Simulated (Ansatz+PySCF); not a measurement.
singlet H₄: levels of theory in one basis

```yaml
atoms:
  - { symbol: H, position_ang: [0.6000, 0.6500, 0.0000] }
  - { symbol: H, position_ang: [-0.6000, 0.6500, 0.0000] }
  - { symbol: H, position_ang: [-0.6000, -0.6500, 0.0000] }
  - { symbol: H, position_ang: [0.6000, -0.6500, 0.0000] }
```

Basis set: cc-pVDZ (spherical functions). All electrons are correlated. Charge 0, multiplicity 1.

Computed with Ansatz (development build ahead of 0.2.0); each method stands on the lowest determinant of its kind that the runs found. NEVPT2 correlates all electrons. Active spaces start from the frontier orbitals, and the lowest solution found is given.

```tsv
method	E − E(RHF) (eV)	<S²> of the determinant
RHF	0.00	0.00
UHF	-1.72	1.09
UHF-MP2	-2.59	1.09
RHF-CCSD	-3.19	–
RHF-CCSD(T)	-3.26	–
UHF-CCSD(T)	-3.16	1.09
full CI (lowest root of this spin)	-3.26	–
CASSCF(4,4)	-2.58	–
CASSCF(2,2)	-1.20	–
SC-NEVPT2(4,4)	-3.05	–
SC-NEVPT2(2,2)	-2.40	–
```

Q: What does RHF-MP2 give on the same scale?

A: -2.07 eV.

At such a shape the full CI root can have another spatial symmetry than the determinants, so the rows needn't describe one state.

Q: Is a single determinant a sound starting point here?

A: It is doubtful. Unrestricted orbitals lower Hartree–Fock by 1.72 eV and <S²> is 1.09 where a pure state has 0.00, a sign of strong static correlation. The CASSCF(4,4) natural occupations are 1.92, 1.62, 0.39, 0.08. The CASSCF(2,2) natural occupations are 1.85, 0.15.

Caution for RHF, RHF-MP2, RHF-CCSD, RHF-CCSD(T): an unrestricted determinant lies well below. Caution for UHF, UHF-MP2, UHF-CCSD(T): the unrestricted determinant is a mixture of spin states; the determinant breaks the point group. Caution for RHF-MP2, RHF-CCSD, RHF-CCSD(T): large amplitudes, a single reference is doubtful. Caution for UHF-MP2, UHF-CCSD(T): bonds are stretched, where a single reference can fail. Caution for UHF-CCSD(T): the program doubts this total; another reference gives a lower total. Caution for CASSCF(2,2): other starts end on other solutions of this active space.
